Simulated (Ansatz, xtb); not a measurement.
## A geometry optimisation of Ge2H5NSi with r2SCAN-D4/def2-SVP

The starting geometry of this gas-phase singlet was built from a drawn formula by distance geometry; its bonds are those of `[N]1=[GeH][SiH2][GeH2]1`.

```csv
atom,x (Å),y (Å),z (Å)
Ge,-0.1207,0.8343,0.1631
Ge,0.3902,-1.5082,-1.1777
N,0.7200,0.1728,-1.1031
Si,-0.9212,-1.1136,0.6269
H,0.0114,2.4063,0.5112
H,-2.3422,-1.6441,0.5805
H,-0.3294,-1.6743,1.9210
H,1.5935,-2.5099,-0.9129
H,-0.3370,-1.9768,-2.4936
```

Question: Predict what becomes of its bonds when it is optimised with r2SCAN-D4/def2-SVP.

Answer: It keeps its bonds, and is `[N]1=[GeH][SiH2][GeH2]1`. Distances that change by over a tenth: Ge1–Si4 (2.16 → 2.40 Å).

The energy falls by 1.30 eV over 8 steps:

| step | E − E(last) (eV) |
| --- | --- |
| 1 | 1.299 |
| 2 | 0.161 |
| 3 | 0.020 |
| 4 | 0.011 |
| 5 | 0.004 |
| 6 | 0.001 |
| 7 | 0.000 |
| 8 | 0.000 |

Final geometry (Å):

```xyz
9

Ge   -0.0673    0.8506    0.1144
Ge    0.4385   -1.5499   -1.2258
N     0.8291    0.2877   -1.2737
Si   -0.9471   -1.2848    0.7587
H    -0.0562    2.3458    0.4991
H    -2.4363   -1.4337    0.6806
H    -0.4940   -1.8101    2.0872
H     1.7058   -2.4049   -1.0339
H    -0.3081   -2.0141   -2.4912
```

From the same start GFN2-xTB reaches the same bonding as this run.

The end wasn't checked by frequencies. Run with Ansatz 0.2.0, 17 s on 2 threads of Intel(R) Xeon(R) 6975P-C (Granite Rapids), on a shared host.
